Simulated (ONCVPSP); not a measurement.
Potentials for O (Z = 8) compared

Generated with ld1.x 7.5 (TM, RRKJ, ultrasoft, PAW), atompaw 4.2 or ONCVPSP 4.0.1. The cutoff is in Ry: for ld1.x and atompaw files where the sum of valence levels is converged to 10 mRy in a Bessel basis, for ONCV files where the hardest occupied wave has 1 mHa per electron of residual kinetic energy. The error is the largest all-electron minus pseudo excitation energy over each file’s own four to seven test configurations (ionisations up to +4, promotions, holes and added fractions of an electron), all of which were solved. The labels leave out finer settings (local radius, basis sizes, second energies), which also bear on the numbers. Spin-polarised tests are not counted. The rows are a selection from randomly drawn settings: files with unsolved tests, undetermined cutoffs or missed reference levels are left out.

A true bound ghost makes a file unfit for plane-wave use even where its test errors are small: the radial tests pick states by their node count and pass the ghost by.

```csv
potential,cutoff (Ry),largest error (meV),bound ghosts
"ONCV, PBE, fully relativistic, rc 0.85/2.20/2.10 (spd), local smoothed, core correction yes, reference 2s2 2p4, qcut 8.1/7/5.1, projectors 2/2/2",135,+8572,"d5/2, d3/2"
"ONCV, PBE, scalar-relativistic, rc 0.75/1.90 (sp), local smoothed, core correction no, reference 2s1.75 2p4.25, qcut 9.9/5.8, projectors 2/2",84,+1050,none
"ONCV, PBE, scalar-relativistic, rc 0.40/1.00 (sp), local smoothed, core correction no, reference 1s2 2s2 2p4, qcut 22.8/8.2, projectors 2/2",729,+3565,none
"ONCV, PBE, scalar-relativistic, rc 0.85/1.20/1.05 (spd), local s, core correction yes, reference 2s1 2p5, qcut 8.8/14.1/9, projectors 0/2/2",104,+119,none
"ONCV, PBEsol, scalar-relativistic, rc 0.85/1.45/1.35 (spd), local smoothed, core correction yes, reference 2s1.5 2p4.5, qcut 7/12.1/8.2, projectors 2/2/1",230,+1399,none
"ONCV, PBEsol, scalar-relativistic, rc 0.95/1.20 (sp), local smoothed, core correction yes, reference 2s2 2p3, qcut 5.8/11.3, projectors 1/2",314,+230,none
"ONCV, BLYP, fully relativistic, rc 0.60/1.25/1.00 (spd), local s, core correction yes, reference 2s2 2p2, qcut 9.7/12.4/11.1, projectors 0/2/3",94,+87,none
"ONCV, PBE, scalar-relativistic, rc 0.80/1.55 (sp), local smoothed, core correction yes, reference 2s2 2p3, qcut 9.7/7.1, projectors 2/2",80,+944,none
```

(1) Fill in the row for O: ONCV, PBE, scalar-relativistic, rc 0.60/1.20/1.30 (spd), local smoothed, core correction yes, reference 2s2 2p2, qcut 14.1/9.4/7.2, projectors 2/3/1.

Answers

(1) cutoff 143 Ry, largest error +792 meV, bound ghosts: s.
